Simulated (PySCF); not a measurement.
PySCF input for CH5AlOS, SMILES C[S][AlH][OH], TDA-LC-ωPBE/def2-SVPD. Geometry optimised at PBE0-D3(BJ)/def2-SVP. Other conformers were not sampled.

```python
import numpy as np
from pyscf import gto, scf, dft, tdscf

mol = gto.M(
    atom='''
    Al   -0.58288349    1.05453870   -0.00000000
    H    -1.89814357    1.92933637    0.00000001
    O     0.98985637    1.71488887    0.00000000
    H     1.22594798    2.64314129    0.00000000
    S    -0.67046937   -1.11251339    0.00000000
    C     1.11063469   -1.54429258    0.00000000
    H     1.74380024   -0.64727994   -0.00000000
    H     1.32536573   -2.14367100   -0.89472739
    H     1.32536573   -2.14367100    0.89472738
    ''',
    basis='def2-SVPD',
    charge=0,
    spin=0,
    symmetry=True,
    max_memory=1600,
    verbose=4,
)
mf = dft.RKS(mol, xc='lc_wpbe').density_fit(auxbasis='def2-universal-jkfit')
mf.grids.level = 3
mf.conv_tol = 1e-9
mf.max_cycle = 100
mf.kernel()
mf.grids = dft.Grids(mol).set(level=1).build(with_non0tab=True)  # coarser grid for the response kernel
td = tdscf.TDA(mf)
td.singlet = True
td.nstates = 10
td.conv_tol = 1e-4
td.kernel(x0=td.get_init_guess(mf, 15))
td.analyze()
tt = tdscf.TDA(mf)
tt.singlet = False
tt.nstates = 4
tt.conv_tol = 1e-4
tt.kernel(x0=tt.get_init_guess(mf, 9))
tt.analyze(verbose=3)
```

It prints:

```
PySCF version 2.14.0

[INPUT] verbose = 4
[INPUT] num. atoms = 9
[INPUT] num. electrons = 48
[INPUT] charge = 0
[INPUT] spin (= nelec alpha-beta = 2S) = 0
[INPUT] symmetry True subgroup None
[INPUT] Mole.unit = angstrom
[INPUT] Symbol           X                Y                Z      unit          X                Y                Z       unit  Magmom
[INPUT]  1 Al    -0.582883490000   1.054538700000   0.000000000000 AA   -1.101490158631   1.992789330755   0.000000000000 Bohr   0.0
[INPUT]  2 H     -1.898143570000   1.929336370000   0.000000010000 AA   -3.586971492404   3.645917341463   0.000000018897 Bohr   0.0
[INPUT]  3 O      0.989856370000   1.714888870000   0.000000000000 AA    1.870557441956   3.240670298365   0.000000000000 Bohr   0.0
[INPUT]  4 H      1.225947980000   2.643141290000   0.000000000000 AA    2.316705925164   4.994813146630   0.000000000000 Bohr   0.0
[INPUT]  5 S     -0.670469370000  -1.112513390000   0.000000000000 AA   -1.267003484210  -2.102345617011   0.000000000000 Bohr   0.0
[INPUT]  6 C      1.110634690000  -1.544292580000   0.000000000000 AA    2.098795388541  -2.918290032398   0.000000000000 Bohr   0.0
[INPUT]  7 H      1.743800240000  -0.647279940000   0.000000000000 AA    3.295304869551  -1.223181812525   0.000000000000 Bohr   0.0
[INPUT]  8 H      1.325365730000  -2.143671000000  -0.894727390000 AA    2.504578244584  -4.050951091173  -1.690789723247 Bohr   0.0
[INPUT]  9 H      1.325365730000  -2.143671000000   0.894727380000 AA    2.504578244584  -4.050951091173   1.690789704350 Bohr   0.0

nuclear repulsion = 202.307037554756
point group symmetry = Cs
symmetry origin: [-3.14954348e-09  2.36215765e-09  0.00000000e+00]
symmetry axis x: [ 1.00000000e+00  1.61491482e-10 -8.73397720e-10]
symmetry axis y: [ 1.61491482e-10 -1.00000000e+00 -4.48507223e-10]
symmetry axis z: [-8.73397720e-10  4.48507187e-10 -1.00000000e+00]
num. orbitals of irrep A' = 92
num. orbitals of irrep A" = 42
number of shells = 58
number of NR pGTOs = 200
number of NR cGTOs = 134
basis = def2-SVPD
ecp = {}


[settings echo left out]
init E= -756.497799415983
HOMO (A") = -0.324567268523641  LUMO (A') = -0.0297469225656641  gap/eV = 8.02247
cycle= 1 E= -756.39463227292  delta_E= 0.103  |g|= 0.718  |ddm|= 3.26
HOMO (A") = -0.296951127716386  LUMO (A') = 0.0455693923615925  gap/eV = 9.32046
cycle= 2 E= -756.38689045428  delta_E= 0.00774  |g|= 0.816  |ddm|=  1.3
HOMO (A") = -0.350460968352008  LUMO (A') = 0.0403209776594209  gap/eV = 10.63372
cycle= 3 E= -756.508540695828  delta_E= -0.122  |g|= 0.0571  |ddm|= 0.57
HOMO (A") = -0.361841909673991  LUMO (A') = 0.0438949188752691  gap/eV = 11.04066
cycle= 4 E= -756.509555578256  delta_E= -0.00101  |g|= 0.0231  |ddm|= 0.156
HOMO (A") = -0.357782996345161  LUMO (A') = 0.043668544281807  gap/eV = 10.92405
cycle= 5 E= -756.509751938895  delta_E= -0.000196  |g|= 0.00599  |ddm|= 0.0499
HOMO (A") = -0.357885196883316  LUMO (A') = 0.0435525278547715  gap/eV = 10.92368
cycle= 6 E= -756.50976738916  delta_E= -1.55e-05  |g|= 0.00157  |ddm|= 0.0178
HOMO (A") = -0.358159088572942  LUMO (A') = 0.0435275066968721  gap/eV = 10.93045
cycle= 7 E= -756.509768804629  delta_E= -1.42e-06  |g|= 0.000599  |ddm|= 0.00566
HOMO (A") = -0.358104725498641  LUMO (A') = 0.0435191151982237  gap/eV = 10.92874
cycle= 8 E= -756.509769008677  delta_E= -2.04e-07  |g|= 0.000132  |ddm|= 0.00197
HOMO (A") = -0.358128976511028  LUMO (A') = 0.0435203444338872  gap/eV = 10.92943
cycle= 9 E= -756.509769025541  delta_E= -1.69e-08  |g|= 2.74e-05  |ddm|= 0.000654
HOMO (A") = -0.358128039938764  LUMO (A') = 0.0435206461617299  gap/eV = 10.92942
cycle= 10 E= -756.509769026543  delta_E= -1e-09  |g|= 8.28e-06  |ddm|= 0.000135
HOMO (A") = -0.358128893458276  LUMO (A') = 0.0435206400550738  gap/eV = 10.92944
cycle= 11 E= -756.509769026621  delta_E= -7.73e-11  |g|= 3.07e-06  |ddm|= 3.97e-05
HOMO (A") = -0.358128624421084  LUMO (A') = 0.0435207677172307  gap/eV = 10.92944
Extra cycle  E= -756.509769026625  delta_E= -4.55e-12  |g|= 2.5e-06  |ddm|= 7.89e-06
converged SCF energy = -756.509769026625
tot grids = 35392


******** <class 'pyscf.tdscf.rks.TDA'> for <class 'pyscf.df.df_jk.DFSymAdaptedRKS'> ********
nstates = 10 singlet
deg_eia_thresh = 1.000e-03
wfnsym = None
conv_tol = 0.0001
eigh lindep = 1e-12
eigh level_shift = 0
eigh max_cycle = 100


Excitation energies (eV)
[5.98682936 6.43654069 6.62606051 6.92648498 7.38017505 7.90387216
 7.91009986 7.99682733 8.04441903 8.13439693]

** Singlet excitation energies and oscillator strengths **
Excited State   1:   A"      5.98683 eV    207.09 nm  f=0.0075
      24 -> 25        0.43583
      24 -> 27        0.36791
      24 -> 28       -0.20320
      24 -> 29       -0.11392
      24 -> 32        0.11992
      24 -> 33        0.24228
      24 -> 36       -0.12304
Excited State   2:   A'      6.43654 eV    192.63 nm  f=0.0870
      23 -> 25        0.12520
      23 -> 28       -0.10233
      24 -> 26       -0.64314
      24 -> 31        0.11823
Excited State   3:   A"      6.62606 eV    187.12 nm  f=0.0466
      22 -> 26       -0.10716
      23 -> 26        0.20118
      24 -> 25        0.28847
      24 -> 27       -0.37375
      24 -> 28       -0.37549
      24 -> 29        0.18164
      24 -> 33       -0.11114
      24 -> 39        0.13419
Excited State   4:   A"      6.92648 eV    179.00 nm  f=0.0242
      22 -> 26       -0.18320
      23 -> 26        0.61390
      24 -> 27        0.17869
      24 -> 28        0.10635
Excited State   5:   A'      7.38018 eV    168.00 nm  f=0.0418
      23 -> 25       -0.44442
      23 -> 27       -0.37298
      23 -> 29        0.13601
      23 -> 30        0.10594
      23 -> 32       -0.11513
      23 -> 33       -0.21401
      24 -> 26       -0.17155
Excited State   6:   A"      7.90387 eV    156.87 nm  f=0.0074
      21 -> 25       -0.22781
      22 -> 26        0.57633
      23 -> 26        0.16756
Excited State   7:   A'      7.91010 eV    156.74 nm  f=0.2264
      23 -> 25        0.32544
      23 -> 27       -0.36399
      23 -> 28       -0.40394
      23 -> 29        0.13001
      23 -> 39        0.11586
      24 -> 31       -0.14026
Excited State   8:   A"      7.99683 eV    155.04 nm  f=0.0116
      24 -> 25        0.19168
      24 -> 27       -0.22780
      24 -> 28        0.11961
      24 -> 29       -0.52151
      24 -> 35       -0.17190
      24 -> 36        0.23967
Excited State   9:   A"      8.04442 eV    154.12 nm  f=0.0286
      21 -> 25        0.27024
      22 -> 26        0.21741
      24 -> 25       -0.27055
      24 -> 28       -0.37595
      24 -> 29       -0.24081
      24 -> 30        0.18030
      24 -> 36       -0.12803
      24 -> 41       -0.10679
Excited State  10:   A'      8.13440 eV    152.42 nm  f=0.0232
      20 -> 25        0.20396
      21 -> 26        0.15293
      22 -> 25        0.53202
      22 -> 27        0.21193
      22 -> 29        0.11160

** Transition electric dipole moments (AU) **
state          X           Y           Z        Dip. S.      Osc.
  1         0.0000      0.0000      0.2258      0.0510      0.0075
  2         0.0973     -0.7363     -0.0000      0.5517      0.0870
  3         0.0000     -0.0000      0.5357      0.2870      0.0466
  4         0.0000     -0.0000     -0.3774      0.1424      0.0242
  5         0.2676     -0.3998     -0.0000      0.2314      0.0418
  6        -0.0000      0.0000      0.1951      0.0381      0.0074
  7         0.2042      1.0613     -0.0000      1.1681      0.2264
  8         0.0000      0.0000      0.2429      0.0590      0.0116
  9         0.0000     -0.0000      0.3812      0.1453      0.0286
 10         0.3105      0.1420     -0.0000      0.1166      0.0232

** Transition velocity dipole moments (imaginary part, AU) **
state          X           Y           Z        Dip. S.      Osc.
  1         0.0000      0.0000     -0.0252      0.0006      0.0019
  2         0.0410     -0.0890     -0.0000      0.0096      0.0270
  3        -0.0000     -0.0000      0.1256      0.0158      0.0432
  4        -0.0000      0.0000     -0.1171      0.0137      0.0359
  5         0.0762     -0.0120     -0.0000      0.0059      0.0146
  6        -0.0000      0.0000      0.0053      0.0000      0.0001
  7         0.0682      0.2896     -0.0000      0.0885      0.2029
  8         0.0000      0.0000      0.0373      0.0014      0.0032
  9         0.0000     -0.0000      0.1011      0.0102      0.0230
 10         0.1066      0.0094      0.0000      0.0114      0.0255

** Transition magnetic dipole moments (imaginary part, AU) **
state          X           Y           Z
  1        -0.0803     -0.7139     -0.0000
  2        -0.0000      0.0000     -0.4157
  3         0.8820     -0.1851      0.0000
  4         0.9282      0.5906      0.0000
  5        -0.0000     -0.0000     -0.1633
  6         0.1309     -1.1192     -0.0000
  7         0.0000     -0.0000      0.7193
  8        -0.2451     -0.4862      0.0000
  9        -0.5039     -0.2874      0.0000
 10         0.0000      0.0000      1.9163


******** <class 'pyscf.tdscf.rks.TDA'> for <class 'pyscf.df.df_jk.DFSymAdaptedRKS'> ********
nstates = 4 triplet
deg_eia_thresh = 1.000e-03
wfnsym = None
conv_tol = 0.0001
eigh lindep = 1e-12
eigh level_shift = 0
eigh max_cycle = 100


Excitation energies (eV)
[5.44439677 5.46822797 6.10865603 6.35253222]

** Triplet excitation energies and oscillator strengths **
Excited State   1:   A"      5.44440 eV    227.73 nm  f=0.0000
Excited State   2:   A'      5.46823 eV    226.74 nm  f=0.0000
Excited State   3:   A"      6.10866 eV    202.96 nm  f=0.0000
Excited State   4:   A"      6.35253 eV    195.17 nm  f=0.0000
```

The calculation finished and met its thresholds.
